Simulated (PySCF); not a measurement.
# Antimony: highly charged ions in a basis for the neutral atom

Sb(15+) [Kr], Sb(16+) [Ar] 3d10 4s2 4p5. Computed with PySCF 2.14 in cc-pVDZ-PP with ECP28MDF, with a scalar-relativistic core potential. No spin-orbit coupling, so a gap to NIST mixes the basis error with missing relativistic terms.

Changed run: basis of the neutral atom used for a highly charged ion. This setting is unsound on purpose.

```tsv
species	method	sound run (hartree)	changed run (hartree)	converged
Sb(15+)	UHF	not run	-158.31411	yes
Sb(15+)	r2SCAN	not run	-158.74995	yes
Sb(15+)	M06-2X	not run	-158.55965	yes
Sb(16+)	UHF	not run	-142.64259	yes
Sb(16+)	r2SCAN	not run	-143.01624	yes
Sb(16+)	M06-2X	not run	-142.85802	yes
```

Ionisation energy of Sb(15+):

```csv
method,changed run (eV),NIST (eV)
UHF,426.44,420 ± 3
r2SCAN,428.14,420 ± 3
M06-2X,427.26,420 ± 3
```

The contracted functions were made for the neutral atom and can be too rigid for a highly charged ion.
